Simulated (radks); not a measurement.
Results of a calculation; reference values are marked as such.
Isoelectronic series with 10 electrons, each ion in its NIST ground configuration. Code: a radial shooting solver on a logarithmic mesh with Libxc functionals. Model: scalar-relativistic Kohn-Sham, r2SCAN, spin-polarised, spherical densities, finite nucleus; meta-GGA in the generalised Kohn-Sham scheme; Fermi nuclear charge, rms radius of each element as measured or else 0.836 A^(1/3) + 0.57 fm. Total energies (hartree) and mean radii <r> (bohr):

| ion | configuration | E (hartree) | 2p | 2s | 1s |
|---|---|---|---|---|---|
| Ne | [Ne] | -129.08272 | 0.9737 | 0.8952 | 0.1578 |
| Mg2+ | [Ne] | -199.54656 | 0.6813 | 0.6928 | 0.1306 |
| Al3+ | [Ne] | -240.85292 | 0.5958 | 0.6211 | 0.1202 |
| Si4+ | [Ne] | -286.20873 | 0.5300 | 0.5625 | 0.1112 |
| P5+ | [Ne] | -335.61784 | 0.4777 | 0.5139 | 0.1036 |
| S6+ | [Ne] | -389.08576 | 0.4349 | 0.4730 | 0.09684 |
| Cl7+ | [Ne] | -446.61921 | 0.3993 | 0.4380 | 0.09093 |
| Ar8+ | [Ne] | -508.22593 | 0.3692 | 0.4078 | 0.08569 |
| K9+ | [Ne] | -573.91453 | 0.3433 | 0.3814 | 0.08101 |
| Ca10+ | [Ne] | -643.69433 | 0.3208 | 0.3583 | 0.07680 |
| Sc11+ | [Ne] | -717.57544 | 0.3011 | 0.3377 | 0.07300 |
| Ti12+ | [Ne] | -795.56871 | 0.2837 | 0.3193 | 0.06955 |
| V13+ | [Ne] | -877.68571 | 0.2682 | 0.3028 | 0.06640 |
| Cr14+ | [Ne] | -963.93857 | 0.2543 | 0.2879 | 0.06352 |
| Mn15+ | [Ne] | -1054.34021 | 0.2417 | 0.2743 | 0.06087 |
| Fe16+ | [Ne] | -1148.90432 | 0.2304 | 0.2620 | 0.05842 |
| Co17+ | [Ne] | -1247.64509 | 0.2200 | 0.2506 | 0.05616 |
| Ni18+ | [Ne] | -1350.57775 | 0.2105 | 0.2402 | 0.05406 |
| Cu19+ | [Ne] | -1457.71744 | 0.2018 | 0.2306 | 0.05210 |
| Zn20+ | [Ne] | -1569.08113 | 0.1938 | 0.2217 | 0.05028 |
| Ga21+ | [Ne] | -1684.68567 | 0.1864 | 0.2135 | 0.04857 |
| Ge22+ | [Ne] | -1804.54896 | 0.1795 | 0.2058 | 0.04697 |
